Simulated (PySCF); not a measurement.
**Polarisability as a sum over states**

C6H2FNO2.
SMILES: `N#CC1=CC(=O)[C@H](F)C1=O`

Theory: TDDFT PBE0/def2-SVPD, vertical, gas phase, core orbitals frozen in the response in PySCF 2.14.0, density-fitted response routines. Geometry: GFN2-xTB, one conformer, isolated molecule.

Computed singlets:

```csv
state,E (eV),f
S1,2.74,0.0000
S2,3.49,0.0004
S3,4.60,0.0007
S4,5.19,0.312
S5,5.36,0.021
S6,5.45,0.0042
```

How much of the mean static polarisability do these states give, one by one?

Each state adds f / ΔE² (ΔE in hartree, 27.2114 eV).

```json
{"state": "S1", "f/ΔE² (au)": "0.00", "running sum (au)": "0.00", "running share of α (%)": "0.0"}
{"state": "S2", "f/ΔE² (au)": "0.02", "running sum (au)": "0.02", "running share of α (%)": "0.0"}
{"state": "S3", "f/ΔE² (au)": "0.02", "running sum (au)": "0.05", "running share of α (%)": "0.1"}
{"state": "S4", "f/ΔE² (au)": "8.57", "running sum (au)": "8.62", "running share of α (%)": "10.7"}
{"state": "S5", "f/ΔE² (au)": "0.55", "running sum (au)": "9.16", "running share of α (%)": "11.4"}
{"state": "S6", "f/ΔE² (au)": "0.10", "running sum (au)": "9.27", "running share of α (%)": "11.6"}
```

The full response gives 80.17 au (11.88 Å³), so 70.9 au comes from the higher roots of the same equations.

By how much does the contribution of these states grow at 589.3 nm?

With ω = 0.0773 hartree each state's term in the mean polarisability goes from f / ΔE² to f / (ΔE² − ω²); the sum over all 6 states goes from 9.27 to 11.09 au, a rise of 1.82 au.

The largest single term belongs to S4, which also has the largest f.
